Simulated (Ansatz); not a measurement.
Consider the ligand exchange at the Si–C bond: `C[Si](S)(Cl)Cl` + H₂S → `S[Si](S)(Cl)Cl` + CH₄.

Program: Ansatz. Geometries: PBE0-D4/def2-TZVP. ΔE: electronic, gas phase. CCSD(T)/CBS is the MP2 limit (def2-TZVPP, def2-QZVPP) plus CCSD(T) − MP2 in def2-TZVPP, frozen cores. This one scheme is used for every species. Functionals use def2-TZVPP. B3LYP here is the variant with VWN-RPA as its local correlation; programs differ in this. Each species was taken in one conformer, which may not be the lowest.

| level | ΔE (kcal/mol) | difference from CCSD(T)/CBS |
| --- | --- | --- |
| r2SCAN-D4 | -13.2 | -0.9 |
| B3LYP-D4 | -13.0 | -0.7 |
| ωB97X-V | -11.9 | 0.4 |
| ωB97M-V | -12.0 | 0.3 |
| B2PLYP | -12.4 | -0.1 |
| PBE | -13.2 | -0.9 |
| r2SCAN | -13.2 | -0.9 |
| PBE0 | -12.7 | -0.4 |
| B3LYP | -12.1 | 0.2 |
| HF/def2-TZVPP | -10.8 | 1.5 |
| MP2/def2-TZVPP | -12.9 | -0.6 |
| SCS-MP2/def2-TZVPP | -12.2 | 0.1 |
| HF/def2-QZVPP | -10.6 | 1.7 |
| HF/CBS(def2) | -10.6 | 1.7 |
| MP2/CBS(def2) | -13.8 | -1.5 |
| CCSD/CBS(def2) | -11.8 | 0.5 |
| CCSD(T)/CBS | -12.3 | 0 |

Largest T1 diagnostic among the species: 0.010.

The D4 term adds −0.9 kcal/mol with B3LYP and −0.4 kcal/mol with PBE0; it sums over pairs of atoms, weighted by their polarisabilities, and B3LYP, whose exchange is more repulsive, gets the larger term.
